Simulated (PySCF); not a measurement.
PySCF input for C2H9NOSi2, SMILES CN1C[Si@@H](O)[SiH2]1, ωB97X-D3(BJ)/def2-SVP. Geometry: ωB97X-D3(BJ)/def2-SVP. The structure was generated by enumeration; whether it is a known compound was not checked. Other conformers were not sampled.

```python
import numpy as np
from pyscf import gto, scf, dft, df
from pyscf.hessian import thermo

mol = gto.M(
    atom='''
    C    -2.55181731   -0.69328627    0.51744589
    N    -1.18273992   -0.27120024    0.35028458
    C    -0.17048723   -1.28859400    0.03503540
    Si    1.32973542   -0.09656599    0.03934624
    O     2.29964532   -0.07481782   -1.32237433
    Si   -0.48622068    1.32530148    0.17364590
    H    -2.64249647   -1.45377048    1.31632097
    H    -3.18464984    0.16322202    0.79973309
    H    -2.97201593   -1.13359350   -0.40900922
    H    -0.13980209   -2.09158176    0.79808477
    H    -0.33777143   -1.77336861   -0.94896019
    H     2.18838150   -0.27966037    1.25075718
    H     3.11924663   -0.57706505   -1.28140674
    H    -0.72143808    2.22894418    1.34399781
    H    -0.90281622    2.10280261   -1.03929288
    ''',
    basis='def2-SVP',
    charge=0,
    spin=0,
    max_memory=1600,
    verbose=3,
)
mf = dft.RKS(mol, xc='wb97x-d3bj').density_fit(auxbasis='def2-universal-jkfit')
mf.grids.level = 3
mf.conv_tol = 1e-11
mf.max_cycle = 100
mf.kernel()

# [left out here: the lines that compute and print the analytic Hessian (its translational invariance restored by hand, since the grid's response is missing), thermochemistry and intensities]
```

Log of the run:

```
converged SCF energy = -790.407747915262

WARN: DFTD3 does not support analytical Hessian, using finite difference


WARN: Mole.unit (angstrom) is changed to Bohr

Mode                                 0                   1                   2
Irrep
Freq [cm^-1]                       54.9121            128.0055            153.8420
Reduced mass [au]                   2.8298              1.6690              2.2219
Force const [Dyne/A]                0.0050              0.0161              0.0310
Char temp [K]                      79.0063            184.1714            221.3444
Normal mode                   x     y     z       x     y     z       x     y     z
       0   C                -0.01 -0.00 -0.12    0.01 -0.01  0.07   -0.01  0.03  0.03
       1   N                -0.00  0.00 -0.03   -0.03  0.01 -0.15    0.00 -0.01 -0.01
       2   C                 0.04 -0.01  0.12   -0.01 -0.01 -0.02   -0.02 -0.03  0.01
       3  Si                 0.02  0.01  0.02   -0.01 -0.01 -0.01    0.00 -0.04  0.04
       4   O                -0.10 -0.01 -0.07    0.03  0.01  0.02   -0.02  0.15  0.02
       5  Si                 0.02 -0.00  0.04    0.00  0.01  0.02    0.03 -0.03 -0.05
       6   H                -0.08  0.08 -0.05    0.08  0.28  0.36   -0.01  0.04  0.04
       7   H                -0.05  0.02 -0.28   -0.04  0.06 -0.23    0.03  0.05  0.04
       8   H                 0.09 -0.10 -0.12    0.00 -0.38  0.26   -0.05  0.04  0.04
       9   H                 0.03  0.08  0.21   -0.02  0.07  0.07   -0.04 -0.02  0.02
      10   H                 0.07 -0.12  0.17    0.03 -0.11  0.03   -0.02 -0.04  0.01
      11   H                 0.13  0.04 -0.05   -0.03 -0.02  0.01   -0.01 -0.12  0.03
      12   H                -0.12 -0.04 -0.15    0.02 -0.00  0.03   -0.33 -0.38 -0.30
      13   H                 0.03 -0.03  0.07    0.03 -0.10  0.11   -0.03  0.03 -0.10
      14   H                 0.03  0.04  0.06    0.02  0.15  0.10    0.12 -0.08 -0.11
[...]
Force const [Dyne/A]                3.3578              3.0198              1.4865
Char temp [K]                    1812.7707           1908.1916           2087.5405
Normal mode                   x     y     z       x     y     z       x     y     z
       0   C                 0.11 -0.04 -0.02    0.06  0.08  0.00    0.11  0.03 -0.02
       1   N                -0.16  0.09  0.04   -0.13 -0.12  0.02   -0.00 -0.01 -0.00
       2   C                 0.03 -0.09 -0.02    0.09  0.05 -0.01   -0.00 -0.01 -0.00
       3  Si                 0.01  0.00 -0.00   -0.00 -0.00  0.00   -0.00 -0.00  0.00
       4   O                -0.00 -0.00  0.00    0.00 -0.00 -0.00    0.00  0.00 -0.00
       5  Si                 0.00 -0.00 -0.00    0.01  0.02 -0.00    0.00 -0.00 -0.00
       6   H                -0.08  0.08  0.08    0.17 -0.06 -0.11   -0.50  0.08 -0.02
       7   H                 0.30  0.12 -0.05   -0.09 -0.04  0.01   -0.42 -0.38  0.09
       8   H                -0.05  0.14 -0.03    0.18 -0.10  0.02   -0.36 -0.03  0.21
       9   H                 0.14 -0.05  0.00   -0.31 -0.04 -0.08   -0.00  0.12  0.12
      10   H                 0.19 -0.08 -0.05   -0.23 -0.13  0.12   -0.02  0.15 -0.07
      11   H                -0.01 -0.02  0.00    0.00  0.00 -0.01    0.00  0.00 -0.00
      12   H                -0.00 -0.00 -0.00    0.00  0.00 -0.00    0.00 -0.00  0.00
      13   H                -0.03 -0.03  0.01   -0.01  0.00  0.01   -0.00  0.00 -0.01
      14   H                -0.03 -0.02 -0.00   -0.02  0.00 -0.01    0.00  0.01  0.01
Mode                                27                  28                  29
Irrep
Freq [cm^-1]                     1463.4789           1481.2772           1503.6535
Reduced mass [au]                   1.0411              1.0839              1.0659
Force const [Dyne/A]                1.3137              1.4013              1.4199
Char temp [K]                    2105.6203           2131.2281           2163.4226
Normal mode                   x     y     z       x     y     z       x     y     z
       0   C                 0.02 -0.00  0.05   -0.02  0.03  0.01   -0.01 -0.03 -0.00
       1   N                 0.00 -0.00  0.01   -0.02 -0.01  0.00   -0.02 -0.05 -0.00
       2   C                -0.00 -0.00 -0.00    0.02 -0.06 -0.01    0.02 -0.02 -0.01
       3  Si                -0.00 -0.00 -0.00    0.00 -0.00 -0.00    0.00 -0.00 -0.00
       4   O                 0.00  0.00 -0.00   -0.00  0.00  0.00   -0.00  0.00  0.00
       5  Si                -0.00  0.00 -0.00    0.00  0.00 -0.00    0.00  0.01 -0.00
       6   H                 0.32 -0.28 -0.20    0.00 -0.21 -0.20    0.27  0.35  0.37
       7   H                -0.16  0.10 -0.66    0.21  0.18  0.04   -0.19 -0.15 -0.03
       8   H                -0.44  0.22  0.13    0.12 -0.30  0.09    0.10  0.50 -0.29
       9   H                 0.00  0.03  0.04   -0.03  0.38  0.42   -0.05  0.21  0.23
      10   H                -0.00  0.04 -0.02   -0.10  0.50 -0.25   -0.09  0.27 -0.12
      11   H                -0.00 -0.00  0.00    0.00  0.00 -0.00    0.00  0.00 -0.00
      12   H                 0.00  0.00  0.00    0.00  0.00  0.00    0.00  0.00  0.00
      13   H                 0.00  0.00 -0.00   -0.01 -0.01  0.01   -0.00 -0.00  0.01
      14   H                -0.00  0.00  0.00   -0.01 -0.01 -0.01   -0.01 -0.00 -0.01
Mode                                30                  31                  32
Irrep
Freq [cm^-1]                     2199.7827           2218.3146           2227.3921
Reduced mass [au]                   1.0479              1.0350              1.0398
Force const [Dyne/A]                2.9878              3.0008              3.0395
Char temp [K]                    3164.9975           3191.6608           3204.7214
Normal mode                   x     y     z       x     y     z       x     y     z
       0   C                 0.00  0.00 -0.00   -0.00  0.00  0.00   -0.00 -0.00  0.00
       1   N                 0.00 -0.00 -0.00   -0.00  0.00 -0.00    0.00  0.00 -0.00
       2   C                -0.00 -0.00  0.00    0.00  0.00 -0.00   -0.00 -0.00  0.00
       3  Si                -0.00  0.00 -0.00   -0.01  0.00 -0.02    0.02 -0.00  0.02
       4   O                 0.00 -0.00 -0.00   -0.00  0.00 -0.00   -0.00 -0.00  0.00
       5  Si                 0.01 -0.01  0.04   -0.01  0.02  0.01   -0.01  0.01  0.01
       6   H                -0.00  0.00 -0.00    0.00 -0.00  0.00    0.00 -0.00  0.00
       7   H                 0.00 -0.00  0.00    0.00  0.00  0.00    0.00  0.00  0.00
       8   H                -0.00 -0.00  0.00    0.00 -0.00 -0.00    0.00 -0.00 -0.00
       9   H                 0.00 -0.00 -0.00   -0.00  0.00  0.00    0.00 -0.00  0.01
      10   H                 0.00  0.00  0.00   -0.00  0.00 -0.00    0.00  0.00 -0.00
      11   H                 0.03 -0.01  0.04    0.32 -0.06  0.46   -0.46  0.10 -0.65
      12   H                 0.00 -0.00 -0.00    0.00  0.00 -0.00   -0.00  0.00  0.00
      13   H                 0.07 -0.24 -0.29    0.10 -0.43 -0.58    0.08 -0.32 -0.42
      14   H                -0.25  0.47 -0.73    0.08 -0.16  0.29    0.05 -0.09  0.16
Mode                                33                  34                  35
Irrep
Freq [cm^-1]                     3005.8606           3009.7926           3057.5316
Reduced mass [au]                   1.0452              1.0519              1.1044
Force const [Dyne/A]                5.5641              5.6143              6.0830
Char temp [K]                    4324.7641           4330.4214           4399.1073
Normal mode                   x     y     z       x     y     z       x     y     z
       0   C                 0.03  0.03  0.01   -0.02 -0.02 -0.01   -0.00  0.00 -0.02
       1   N                 0.00 -0.00 -0.00   -0.00 -0.00  0.00    0.00  0.00  0.00
       2   C                -0.01 -0.04 -0.01   -0.01 -0.05 -0.02   -0.01  0.03 -0.08
       3  Si                 0.00  0.00 -0.00    0.00  0.00 -0.00   -0.00 -0.00 -0.00
       4   O                -0.00  0.00  0.00   -0.00  0.00  0.00   -0.00  0.00  0.00
       5  Si                -0.00 -0.00  0.00    0.00  0.00 -0.00   -0.00 -0.00 -0.00
       6   H                -0.02 -0.30  0.32    0.02  0.20 -0.23   -0.02 -0.11  0.12
       7   H                -0.16  0.22  0.07    0.11 -0.16 -0.05   -0.02  0.02  0.01
       8   H                -0.21 -0.23 -0.51    0.17  0.17  0.38    0.04  0.04  0.08
       9   H                -0.01  0.24 -0.24   -0.02  0.30 -0.31    0.01 -0.56  0.53
      10   H                 0.08  0.19  0.41    0.10  0.27  0.59    0.09  0.23  0.45
      11   H                 0.00 -0.00 -0.00   -0.00  0.00 -0.00    0.00 -0.00  0.00
      12   H                -0.00 -0.00  0.00   -0.00  0.00  0.00   -0.00 -0.00 -0.00
      13   H                -0.00  0.00  0.00   -0.00 -0.00 -0.00    0.00 -0.00  0.00
      14   H                -0.00  0.00 -0.00   -0.00 -0.01  0.00   -0.00  0.00  0.00
Mode                                36                  37                  38
Irrep
Freq [cm^-1]                     3075.3380           3141.5981           3938.3303
Reduced mass [au]                   1.1042              1.1020              1.0671
Force const [Dyne/A]                6.1528              6.4081              9.7516
Char temp [K]                    4424.7267           4520.0602           5666.3805
Normal mode                   x     y     z       x     y     z       x     y     z
       0   C                 0.01 -0.02  0.09   -0.04  0.08  0.01   -0.00 -0.00 -0.00
       1   N                -0.00 -0.00 -0.00    0.00  0.00 -0.00    0.00  0.00 -0.00
       2   C                -0.00  0.00 -0.02    0.00 -0.00  0.00    0.00  0.00 -0.00
       3  Si                -0.00  0.00 -0.00    0.00  0.00  0.00   -0.00  0.00 -0.00
       4   O                -0.00  0.00  0.00   -0.00 -0.00  0.00   -0.05  0.03 -0.00
       5  Si                 0.00  0.00  0.00   -0.00 -0.00 -0.00    0.00 -0.00  0.00
       6   H                 0.05  0.51 -0.52   -0.02 -0.18  0.21    0.00  0.00 -0.00
       7   H                 0.07 -0.09 -0.02    0.50 -0.69 -0.23    0.00 -0.00 -0.00
       8   H                -0.21 -0.23 -0.47   -0.07 -0.06 -0.16    0.00  0.00  0.00
       9   H                -0.00 -0.11  0.10    0.00  0.00 -0.00    0.00  0.00 -0.00
      10   H                 0.02  0.05  0.11    0.00 -0.00 -0.00   -0.00 -0.00  0.00
      11   H                 0.00 -0.00  0.00   -0.00 -0.00 -0.00    0.00 -0.00 -0.00
      12   H                -0.00 -0.00  0.00   -0.00 -0.00 -0.00    0.83 -0.50  0.03
      13   H                -0.00 -0.00 -0.00    0.00 -0.00 -0.00    0.00 -0.00 -0.00
      14   H                -0.00 -0.00  0.00    0.00 -0.00  0.00    0.00 -0.00  0.00
temperature 298.1500 [K]
pressure 101325.00 [Pa]
Rotational constants [GHz] 4.27175 1.55452 1.25910
Symmetry number 1
Zero-point energy (ZPE) 0.11273 [Eh]   295984.375 [J/mol]
                           tot       elec      trans        rot        vib
Entropy [J/mol/K]       380.411      0.000    168.378    117.334     94.699
Cv [J/mol/K]            131.469      0.000     12.472     12.472    106.525
Cp [J/mol/K]            139.783      0.000     20.786     12.472    106.525
Internal energy [J/mol]                      3718.434   3718.434 311631.911
Internal energy [Eh]   -790.28622  -790.40775
Enthalpy [J/mol]                             6197.391   3718.434 311631.911
Enthalpy [Eh]          -790.28528
Gibbs free energy [J/mol]                  -44004.460 -31264.678 283397.292
Gibbs free energy [Eh] -790.32848
mode   freq/cm-1   IR/(km/mol)
   1       54.91         0.536
   2      128.01         1.907
   3      153.84        51.212
   4      204.53         4.109
   5      213.08        59.408
   6      247.48         9.622
   7      304.76         1.196
   8      375.68         4.752
   9      451.74         3.960
  10      503.14        25.642
  11      653.27        12.129
  12      667.88        14.801
  13      678.67        25.439
  14      722.93       201.654
  15      741.01       112.141
  16      804.60        91.961
  17      859.46       135.956
  18      864.11        67.661
  19      948.77       114.688
  20     1010.84       172.934
  21     1025.14        14.212
  22     1133.53         1.172
  23     1184.45        26.800
  24     1193.44        14.190
  25     1259.94        73.806
  26     1326.26        59.323
  27     1450.91        17.267
  28     1463.48         7.595
  29     1481.28        13.564
  30     1503.65         4.130
  31     2199.78       163.565
  32     2218.31       176.261
  33     2227.39       165.626
  34     3005.86        52.587
  35     3009.79        91.282
  36     3057.53        52.171
  37     3075.34        30.148
  38     3141.60        17.394
  39     3938.33       125.676
max |gradient| / (hartree/bohr): 4.208479465569689e-05
APT charges: [ 0.4186 -0.9319 -0.0103  1.2708 -0.8932  1.0364 -0.0652 -0.0164 -0.0807
 -0.0536 -0.068  -0.3081  0.3118 -0.2938 -0.3162]
```

Self-consistency was reached.
